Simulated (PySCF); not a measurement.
**Two-component Hartree-Fock for Sr (strontium, neutral)**

Start: [Kr] 5p2; 5p3/2 filled at m_j = +1/2, +3/2. Calculated with PySCF 2.14 in x2c-SVPall-2c with one added diffuse shell each of s, d type (7s7p7d1f, 70 functions): generalised Hartree-Fock with the X2C-1e Hamiltonian and a Gaussian nucleus; one run each with spin-orbit coupling (SO) switched off, then screened by Boettger's factors. This is a chosen level, not necessarily the ground level.

| spinor shell | electrons | ε, spin-free (eV) | ε, screened SO (eV) | weight of nominal j (screened SO) | rms radius, screened SO (bohr) |
| --- | --- | --- | --- | --- | --- |
| 1s1/2 | 2 | -16196.5 | -16195.9 | 1.000 | 0.0451 |
| 2s1/2 | 2 | -2261.8 | -2261.7 | 1.000 | 0.187 |
| 2p1/2 | 2 | -2004.9 | -2052.1 | 1.000 | 0.164 |
| 3s1/2 | 2 | -381.00 | -380.96 | 1.000 | 0.524 |
| 3p1/2 | 2 | -295.29 | -302.83 | 1.000 | 0.527 |
| 3p3/2 | 4 | -295.29 | -291.68 | 1.000 | 0.538 |
| 3d3/2 | 4 | -153.54 | -154.66 | 1.000 | 0.545 |
| 3d5/2 | 6 | -153.54 | -152.75 | 1.000 | 0.549 |
| 4s1/2 | 2 | -54.416 | -54.406 | 1.000 | 1.46 |
| 4p1/2 | 2 | -31.338 | -32.140 | 0.995 | 1.67 |
| 4p3/2 | 4 | -31.338 | -30.946 | 0.998 | 1.68 |
| 5p3/2 | 2 | -3.339 | -3.326 | 0.807 | 5.26 |

**Question.** Where does 2p3/2 lie, and what is the 2p spin-orbit splitting (screened SO)?

**Answer.** At -1982.4 eV, 69.674 eV above 2p1/2.

```csv
quantity,spin-free,screened SO
E (hartree),-3176.75764,-3176.99101
M_J,2,2
⟨J²⟩,6.000,6.000
⟨L²⟩,2.000,2.016
⟨S²⟩,2.000,1.998
```

Each row is a mean over spinors that exchange with the open shell spreads, by up to 0.311 eV (4p3/2).

Rows whose weight is well below 1 are mixtures of j = l ± 1/2: exchange outweighs spin-orbit coupling there, and the label is only the starting occupation.

Breit and QED terms are absent; they matter most for the inner s and p1/2 levels.

Densities and radii are taken from the X2C orbitals without a picture-change correction, which distorts them close to the nucleus.

Without spin-orbit coupling the j labels of p, d and f shells carry no meaning; the spin-free column gives the mean over the occupied spinors of each nl shell.
